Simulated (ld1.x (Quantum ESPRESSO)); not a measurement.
# Building the TM potential for Tc (Z = 43) (PBEsol, scalar-relativistic).

Input for ld1.x (Quantum ESPRESSO) 7.5:

```
&input
   title='Tc', zed=43., rel=1, dft='PBESOL', iswitch=3,
   config='[Kr] 4d5 5s1 5p0',
   nld=3, rlderiv=2.45, eminld=-6.0, emaxld=5.0, deld=0.02
 /
 &inputp
   pseudotype=2, tm=.true., lloc=0,
   nlcc=.false.,
   file_pseudopw='Tc.UPF', file_wfcaegen='ae.wfc', file_wfcncgen='nc.wfc', file_beta='beta', file_chi='chi'
 /
3
4P  2  1   6.00   0.00  2.05  2.05  0.0
4D  3  2   5.00   0.00  1.55  1.55  0.0
5S  1  0   1.00   0.00  2.25  2.25  0.0
 &test
   configts(1)='4p6 4d5 5s1 5p0'
 /
```

Command:

```bash
ld1.x < Tc.in > Tc.out
```

Resulting log (shortened: banner, matrices, multipoles, cross overlaps and the repeated all-electron block are left out):

```
Program LD1 v.7.5
     --------------------------- All-electron run ----------------------------

     Tc
     scalar relativistic calculation

     atomic number is 43.00
     dft =PBESOL   lsd =0 sic =0 latt =0  beta=0.20 tr2=1.0E-14
     Exchange-correlation= PBESOL
                           (   1   4  10   8   0   0   0)
     mesh =1231 r(mesh) = 100.86670 a.u. xmin = -7.00 dx = 0.01250
     1 Ry =  13.60569312 eV, c = 137.03599908

     n l     nl                  e(Ry)          e(Ha)          e(eV)
     1 0     1S 1( 2.00)     -1533.4460      -766.7230    -20863.5955
     2 0     2S 1( 2.00)      -219.2679      -109.6339     -2983.2911
     2 1     2P 1( 6.00)      -196.3396       -98.1698     -2671.3366
     3 0     3S 1( 2.00)       -38.6325       -19.3163      -525.6220
     3 1     3P 1( 6.00)       -31.1075       -15.5537      -423.2385
     4 0     4S 1( 2.00)        -5.9456        -2.9728       -80.8940
     4 1     4P 1( 6.00)        -3.8875        -1.9438       -52.8926
     3 2     3D 1(10.00)       -18.9200        -9.4600      -257.4201
     4 2     4D 1( 5.00)        -1.0375        -0.5187       -14.1158
     5 0     5S 1( 1.00)        -0.8401        -0.4200       -11.4299
     5 1     5P 1( 0.00)        -0.5025        -0.2513        -6.8370

     final scf error:  8.4E-15 reached in  26 iterations

     Etot =   -8566.086543 Ry,   -4283.043271 Ha, -116547.544766 eV

     Ekin =    8844.530699 Ry,    4422.265350 Ha,  120335.970512 eV
     Encl =  -20626.286583 Ry,  -10313.143291 Ha, -280634.925514 eV
     Eh   =    3467.169554 Ry,    1733.584777 Ha,   47173.244964 eV
     Exc  =    -251.500214 Ry,    -125.750107 Ha,   -3421.834728 eV

     normalization and overlap integrals

     s(1S/1S) =  1.000000  <r> =   0.0343  <r2> =    0.0016  r(max) =   0.0224
     s(2S/2S) =  1.000000  <r> =   0.1497  <r2> =    0.0264  r(max) =   0.1257
     s(2P/2P) =  1.000000  <r> =   0.1304  <r2> =    0.0208  r(max) =   0.1004
     s(3S/3S) =  1.000000  <r> =   0.4157  <r2> =    0.1979  r(max) =   0.3730
     s(3P/3P) =  1.000000  <r> =   0.4166  <r2> =    0.2019  r(max) =   0.3638
     s(4S/4S) =  1.000000  <r> =   1.0577  <r2> =    1.2680  r(max) =   0.9525
     s(4P/4P) =  1.000000  <r> =   1.1723  <r2> =    1.5754  r(max) =   1.0266
     s(3D/3D) =  1.000000  <r> =   0.3991  <r2> =    0.1912  r(max) =   0.3131
     s(4D/4D) =  1.000000  <r> =   1.6714  <r2> =    3.3817  r(max) =   1.2697
     s(5S/5S) =  1.000000  <r> =   3.0172  <r2> =   10.3062  r(max) =   2.6216
     s(5P/5P) =  1.000000  <r> =   3.8161  <r2> =   16.5934  r(max) =   3.2424

     ------------------------ End of All-electron run ------------------------

     --------------------- Generating NC pseudopotential ---------------------

      Generating local pot.: lloc=0, matching radius rcloc =   2.2500

      Wfc   4P  rcut= 2.042  Using Troullier-Martins method

      Wfc   4D  rcut= 1.551  Using Troullier-Martins method

     ------------------- End of pseudopotential generation -------------------

     Computing logarithmic derivative in   2.44751
     Message from routine run_pseudo:
     Warning: convergence not achieved
     Computing logarithmic derivative in   2.44751
     Computing the partial wave expansion
       no projector for channel:   0
     R is outside the sphere for l=    1 j= 0.00
     R is outside the sphere for l=    2 j= 0.00

     ---------------------- Testing the pseudopotential ----------------------

     Tc
     scalar relativistic calculation

     atomic number is 43.00   valence charge is 13.00
     dft =PBESOL   lsd =0 sic =0 latt =0  beta=0.20 tr2=1.0E-14
     mesh =1231 r(mesh) = 100.86670 xmin = -7.00 dx = 0.01250

     n l     nl             e AE (Ry)        e PS (Ry)    De AE-PS (Ry)
     2 1     4P   1( 6.00)       -3.88753       -3.88753       -0.00000
     3 2     4D   1( 5.00)       -1.03749       -1.03749       -0.00000
     1 0     5S   1( 1.00)       -0.84008       -0.84008        0.00000
     3 1     5P   1( 0.00)       -0.50251       -0.43552       -0.06699  !

     eps = 6.0E-12  iter =201

     Etot =   -8566.086543 Ry,   -4283.043271 Ha, -116547.544766 eV
     Etotps =  -112.673551 Ry,     -56.336776 Ha,   -1533.001763 eV

     Ekin =      48.241685 Ry,      24.120843 Ha,     656.361565 eV
     Encl =    -159.730899 Ry,     -79.865450 Ha,   -2173.249596 eV
     Ehrt =      87.281599 Ry,      43.640799 Ha,    1187.526651 eV
     Ecxc =     -12.929867 Ry,      -6.464933 Ha,    -175.919802 eV
     Epseu=     -75.536069 Ry,     -37.768035 Ha,   -1027.720581 eV

     ---------------------- End of pseudopotential test ----------------------
```

Generation and configuration tests took about 3.1 s on one core of a shared server CPU.

Transferability test of the new file with ld1.x, input:

```
&input
   title='Tc', zed=43., rel=1, dft='PBESOL', iswitch=2,
   config='[Kr] 4d5 5s1 5p0'
 /
 &test
   file_pseudo='Tc.UPF', nconf=8,
   configts(1)='4p6 4d5 5s1 5p0',
   configts(2)='4p6 4d5 5s2 5p0',
   configts(3)='4p6 4d5 5s0 5p0',
   configts(4)='4p6 4d4 5s0 5p0',
   configts(5)='4p6 4d5 5s0 5p1',
   configts(6)='4p6 4d4 5s2 5p1',
   configts(7)='4p6 4d6 5s1 5p0',
   configts(8)='4p6 4d3 5s0 5p0'
 /
```

```bash
ld1.x < Tc.test.in > Tc.test.out
```

Pseudopotential blocks of its output, shortened (energy terms left out; the distinct warnings before each block abridged to one line each):

```
     Warning: convergence not achieved
     ---------------------- Testing the pseudopotential ----------------------

     n l     nl             e AE (Ry)        e PS (Ry)    De AE-PS (Ry)
     2 1     4P   1( 6.00)       -3.88753       -3.88753       -0.00000
     3 2     4D   1( 5.00)       -1.03749       -1.03749       -0.00000
     1 0     5S   1( 1.00)       -0.84008       -0.84008        0.00000
     3 1     5P   1( 0.00)       -0.50251       -0.43552       -0.06699  !

     eps = 6.8E-12  iter =201

     Etot =   -8566.086543 Ry,   -4283.043271 Ha, -116547.544766 eV
     Etotps =  -112.673551 Ry,     -56.336776 Ha,   -1533.001763 eV

     ---------------------- End of pseudopotential test ----------------------

          Warning: convergence not achieved
     ---------------------- Testing the pseudopotential ----------------------

     n l     nl             e AE (Ry)        e PS (Ry)    De AE-PS (Ry)
     2 1     4P   1( 6.00)       -3.32950       -3.33468        0.00518  !
     3 2     4D   1( 5.00)       -0.49027       -0.49234        0.00207
     1 0     5S   1( 2.00)       -0.37346       -0.37314       -0.00033
     3 1     5P   1( 0.00)       -0.10128       -0.06655       -0.03473  !

     eps = 7.6E-11  iter =201

     Etot =   -8566.688916 Ry,   -4283.344458 Ha, -116555.740469 eV
     Etotps =  -113.275809 Ry,     -56.637904 Ha,   -1541.195889 eV
     dEtot_ae =      -0.602373 Ry
     dEtot_ps =      -0.602257 Ry,   Delta E=      -0.000116 Ry

     ---------------------- End of pseudopotential test ----------------------

          ---------------------- Testing the pseudopotential ----------------------

     n l     nl             e AE (Ry)        e PS (Ry)    De AE-PS (Ry)
     2 1     4P   1( 6.00)       -4.52292       -4.51820       -0.00472
     3 2     4D   1( 5.00)       -1.65310       -1.65184       -0.00126
     1 0     5S   1( 0.00)       -1.34717       -1.34868        0.00151
     3 1     5P   1( 0.00)       -0.95185       -0.85019       -0.10167  !

     eps = 5.2E-16  iter =  9

     Etot =   -8564.995815 Ry,   -4282.497908 Ha, -116532.704661 eV
     Etotps =  -111.582053 Ry,     -55.791026 Ha,   -1518.151166 eV
     dEtot_ae =       1.090728 Ry
     dEtot_ps =       1.091499 Ry,   Delta E=      -0.000771 Ry

     ---------------------- End of pseudopotential test ----------------------

          ---------------------- Testing the pseudopotential ----------------------

     n l     nl             e AE (Ry)        e PS (Ry)    De AE-PS (Ry)
     2 1     4P   1( 6.00)       -5.53615       -5.55562        0.01947  !
     3 2     4D   1( 4.00)       -2.58222       -2.59392        0.01170  !
     1 0     5S   1( 0.00)       -2.02983       -2.03433        0.00450
     3 1     5P   1( 0.00)       -1.55725       -1.39193       -0.16532  !

     eps = 7.1E-15  iter =  9

     Etot =   -8562.887121 Ry,   -4281.443561 Ha, -116504.014420 eV
     Etotps =  -109.468214 Ry,     -54.734107 Ha,   -1489.390933 eV
     dEtot_ae =       3.199421 Ry
     dEtot_ps =       3.205337 Ry,   Delta E=      -0.005915 Ry

     ---------------------- End of pseudopotential test ----------------------

          ---------------------- Testing the pseudopotential ----------------------

     n l     nl             e AE (Ry)        e PS (Ry)    De AE-PS (Ry)
     2 1     4P   1( 6.00)       -3.98235       -4.03176        0.04941  !
     3 2     4D   1( 5.00)       -1.12358       -1.17050        0.04692  !
     1 0     5S   1( 0.00)       -0.89717       -0.92793        0.03076  !
     3 1     5P   1( 1.00)       -0.55361       -0.50822       -0.04540  !

     eps = 4.7E-15  iter = 14

     Etot =   -8565.745937 Ry,   -4282.872969 Ha, -116542.910594 eV
     Etotps =  -112.261332 Ry,     -56.130666 Ha,   -1527.393229 eV
     dEtot_ae =       0.340605 Ry
     dEtot_ps =       0.412220 Ry,   Delta E=      -0.071614 Ry

     ---------------------- End of pseudopotential test ----------------------

          Warning: convergence not achieved
     ---------------------- Testing the pseudopotential ----------------------

     n l     nl             e AE (Ry)        e PS (Ry)    De AE-PS (Ry)
     2 1     4P   1( 6.00)       -3.67460       -3.75279        0.07819  !
     3 2     4D   1( 4.00)       -0.77043       -0.83253        0.06210  !
     1 0     5S   1( 2.00)       -0.50434       -0.53617        0.03183  !
     3 1     5P   1( 1.00)       -0.18474       -0.15240       -0.03233  !

     eps = 7.0E-12  iter =201

     Etot =   -8566.202885 Ry,   -4283.101442 Ha, -116549.127682 eV
     Etotps =  -112.725756 Ry,     -56.362878 Ha,   -1533.712042 eV
     dEtot_ae =      -0.116342 Ry
     dEtot_ps =      -0.052205 Ry,   Delta E=      -0.064138 Ry

     ---------------------- End of pseudopotential test ----------------------

          Warning: convergence not achieved
     ---------------------- Testing the pseudopotential ----------------------

     n l     nl             e AE (Ry)        e PS (Ry)    De AE-PS (Ry)
     2 1     4P   1( 6.00)       -3.11710       -3.10424       -0.01286  !
     3 2     4D   1( 6.00)       -0.32992       -0.32433       -0.00559  !
     1 0     5S   1( 1.00)       -0.30876       -0.31114        0.00238
     3 1     5P   1( 0.00)       -0.06886       -0.04560       -0.02326  !

     eps = 3.9E-11  iter =201

     Etot =   -8566.756227 Ry,   -4283.378114 Ha, -116556.656287 eV
     Etotps =  -113.339824 Ry,     -56.669912 Ha,   -1542.066871 eV
     dEtot_ae =      -0.669684 Ry
     dEtot_ps =      -0.666273 Ry,   Delta E=      -0.003411 Ry

     ---------------------- End of pseudopotential test ----------------------

          ---------------------- Testing the pseudopotential ----------------------

     n l     nl             e AE (Ry)        e PS (Ry)    De AE-PS (Ry)
     2 1     4P   1( 6.00)       -6.65066       -6.69482        0.04416  !
     3 2     4D   1( 3.00)       -3.60827       -3.63133        0.02306  !
     1 0     5S   1( 0.00)       -2.78022       -2.79712        0.01689  !
     3 1     5P   1( 0.00)       -2.23619       -1.99191       -0.24428  !

     eps = 3.8E-15  iter =  9

     Etot =   -8559.799460 Ry,   -4279.899730 Ha, -116462.004645 eV
     Etotps =  -106.362511 Ry,     -53.181255 Ha,   -1447.135683 eV
     dEtot_ae =       6.287083 Ry
     dEtot_ps =       6.311040 Ry,   Delta E=      -0.023958 Ry

     ---------------------- End of pseudopotential test ----------------------
```
